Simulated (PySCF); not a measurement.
## Converging GeCl⁺ in the basis (HF)

PySCF, RHF reference; singlet, unpaired electrons none; De to Ge⁺ + Cl without counterpoise correction.

```csv
basis,relativity,functions,Re (Å),ωe (cm⁻¹),De (eV),μ (D)
cc-pVDZ-PP/cc-pV(D+d)Z,scalar-relativistic core potentials,46,2.068,514,2.90,-2.77
def2-SVP,no relativity,50,2.069,519,3.01,-2.67
def2-TZVPPD,no relativity,105,2.055,526,3.16,-2.31
```

(1) How does each smaller set differ from the one with most functions, def2-TZVPPD?

A positive dipole points towards Cl; it is taken about the centre of mass and depends on that origin. For an ion De counts to the pair picked by the measured ionisation energies or electron affinities, which need not be the lowest pair at this level. Where the molecule has an RHF reference, its open-shell atoms are computed with UHF. Hartree–Fock leaves out correlation, which carries a large part of most bond energies and some tenths to 1 eV of ionisation energies.

Answers

(1) cc-pVDZ-PP/cc-pV(D+d)Z: +1.3 pm, -2.3 % in ωe, -0.26 eV in De; def2-SVP: +1.4 pm, -1.3 % in ωe, -0.15 eV in De. All at HF; the set with most functions is neither the basis-set limit nor always the best. The rows treat relativity differently, so the differences are not basis effects alone.
